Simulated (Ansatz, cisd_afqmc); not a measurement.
Species: Rh, charge 0, quartet.

Total energies in def2-SVP, 9 correlated electrons, 4 frozen orbitals. Open shells are spin-unrestricted; no spin-orbit coupling. Cores are frozen in correlated methods (noble-gas shells, and filled d and f shells in the p block). Past Kr the def2 sets carry scalar-relativistic core potentials. AFQMC/CISD: phaseless, guided by CISD from CCSD amplitudes; bars are statistical, one sigma. Outlying blocks are dropped, and bars are widened where a walk drifts. Over all cases where full CI ran beside it in this data, AFQMC minus full CI had a median of +0.1 mEh and passed +0.4 mEh in a tenth of the cases.

| method | program | energy (Eh) | minus CCSDTQ (mEh) |
|---|---|---|---|
| HF | Ansatz | -109.71692 | 152.41 |
| MP2 | Ansatz | -109.86122 | 8.11 |
| CCSD | Ansatz | -109.86527 | 4.05 |
| CCSD(T) | Ansatz | -109.86910 | 0.22 |
| CCSDT(Q) | Ansatz | -109.86926 | 0.06 |
| CCSDTQ | Ansatz | -109.86933 | 0.00 |
| AFQMC/CISD | cisd_afqmc | -109.8689 ± 0.0002 | 0.4 ± 0.2 |

Ansatz is a quantum-chemistry and plane-wave program.
